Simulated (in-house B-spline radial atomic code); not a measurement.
# OEP/ALDAx excitations of Co⁹⁺

Method: OEP/ALDAx. Computed with a B-spline radial code for spherical atoms: linear response of the closed shell [Ne] 3s2 3p6 with the adiabatic LDA exchange kernel on the exchange-only optimised effective potential; non-relativistic, point nucleus, no spin-orbit coupling, no double excitations, S, P, D and F terms only. Only terms of natural parity with L up to 3 were computed.

Command:
```bash
python run_td.py task.json out
```
Settings (radii: box in bohr, nucleus in fm):
```
Z                        27
electrons                18
configuration            [Ne] 3s2 3p6
hamiltonian              nr
method                   oep
box_radius               10.59
intervals                70
```

Cost of the run: 0.7 s on 1 thread of Arm Neoverse N1, with other jobs on the host.

The lowest states, in the order of their Tamm-Dancoff energies; the method's threshold (minus the highest occupied level) is 275.13 eV. Labels give the largest channel, * marks a mixed state, and oscillator strengths are full-response dipole values. Semilocal kernels can invert the small singlet-triplet splittings of Rydberg terms. Energies in eV:

```tsv
state	full response	Tamm-Dancoff	oscillator strength
3p → 3d 3P	54.60	54.77	-
3p → 3d 3F	56.12	56.24	-
3p → 3d 1F	60.89	60.94	-
3p → 3d 1P	77.44	80.74	2.7
3s → 3d 3D	93.53	93.59	-
3s → 3d 1D	99.40	99.56	-
3p → 4s 3P	135.37	135.39	-
3p → 4s 1P	?	?	?
3p → 4p 3S	146.70	146.73	-
3p → 4p 3D	?	?	-
3p → 4p 1D	149.07	149.08	-
3p → 4p 1S	154.35	154.67	-
3p → 4d 3P	167.25	167.27	-
3p → 4d 3F	167.72	167.73	-
3p → 4d 1F	168.27	168.27	-
3p → 4d 1P	169.11	169.16	0.68
```

Q: Where does 3p → 4s 1P lie?

A: At 136.72 eV in full response, 136.77 eV in Tamm-Dancoff, oscillator strength 0.296.

Q: Where does 3p → 4p 3D lie?

A: At 148.11 eV in full response, 148.12 eV in Tamm-Dancoff.

Q: How large is the singlet-triplet splitting of 3p → 3d (F terms) in Tamm-Dancoff?

A: 4.71 eV, from the unrounded values.

Q: What polarisabilities and dispersion coefficient does the method give?

A: Dipole 0.4008 bohr³, quadrupole 0.2174 bohr⁵, C6 0.4069 hartree·bohr⁶ for two such species.
